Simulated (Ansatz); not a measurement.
Reaction R1 + 7 R2 → 9 P1 + P2, each structure at its B3LYP-D3(BJ)/def2-SVP stationary point, reached from a drawn start (curvature not checked).
R1: C2H4 (SMILES C=C), charge 0, multiplicity 1.
R2: C2H6 (SMILES CC), charge 0, multiplicity 1.
P1: CH4 (SMILES C), charge 0, multiplicity 1.
P2: C7H10 (SMILES C1=C2CCC(C1)C2), charge 0, multiplicity 1.

P less R. No zero-point or thermal terms.

Cores are frozen in the correlated methods.

Programs: Ansatz (a program for electronic structure). No computed number here is a measurement.

Total energies in hartree:

```json
[
 {"structure": "R1", "PBE/def2-TZVPP": "-78.501798", "PBE0/def2-TZVPP": "-78.513152", "CCSD(T)/cc-pVDZ": "-78.355279"},
 {"structure": "R2", "PBE/def2-TZVPP": "-79.732886", "PBE0/def2-TZVPP": "-79.751637", "CCSD(T)/cc-pVDZ": "-79.583053"},
 {"structure": "P1", "PBE/def2-TZVPP": "-40.464360", "PBE0/def2-TZVPP": "-40.475151", "CCSD(T)/cc-pVDZ": "-40.387577"},
 {"structure": "P2", "PBE/def2-TZVPP": "-272.378479", "PBE0/def2-TZVPP": "-272.416614", "CCSD(T)/cc-pVDZ": "-271.874540"}
]
```

**Question.** Work out the reaction energy at each level in kcal/mol (1 hartree = 627.50947 kcal/mol), and say how far PBE/def2-TZVPP lies from CCSD(T)/cc-pVDZ.

**Answer.** 
- PBE/def2-TZVPP: 9 × (-40.464360) + (-272.378479) − (-78.501798) − 7 × (-79.732886) = 0.074281 hartree = 46.61 kcal/mol
- PBE0/def2-TZVPP: 9 × (-40.475151) + (-272.416614) − (-78.513152) − 7 × (-79.751637) = 0.081638 hartree = 51.23 kcal/mol
- CCSD(T)/cc-pVDZ: 9 × (-40.387577) + (-271.874540) − (-78.355279) − 7 × (-79.583053) = 0.073917 hartree = 46.38 kcal/mol
PBE/def2-TZVPP less CCSD(T)/cc-pVDZ: 0.23 kcal/mol. CCSD(T)/cc-pVDZ is the level counted from, the highest shown, and no exact or measured value.
